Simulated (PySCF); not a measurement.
## Radial density of Si (silicon, neutral)

UHF, [Ne] 3s2 3p1 3d1, one real determinant (an excited configuration). Computed with PySCF 2.14 in aug-cc-pV(Q+d)Z (7s6p5d3f2g, 89 functions), with the non-relativistic Hamiltonian (point nucleus).

```csv
r (bohr),4πr²ρ (e/bohr),4πr²(ρα − ρβ)
0.00179,0.06756,0.0000
0.00301,0.1848,0.0000
0.00506,0.4936,0.0000
0.00851,1.268,-0.0001
0.0143,3.051,-0.0002
0.0241,6.576,-0.0003
0.0405,11.80,0.0000
0.0682,15.72,0.0028
0.115,13.50,0.0153
0.193,9.591,0.0471
0.324,13.24,0.0741
0.546,12.19,0.0265
0.918,3.530,0.0349
1.54,1.593,0.3585
2.60,1.096,0.4421
4.37,0.2699,0.2223
7.34,0.1529,0.1527
12.4,0.0009556,0.0010
```

⟨L²⟩ = 8.05 against 12 for a pure F term, so this real determinant mixes terms. The outer electron is Rydberg-like, and this basis confines it to a smaller radius and binds it less than a complete one would.
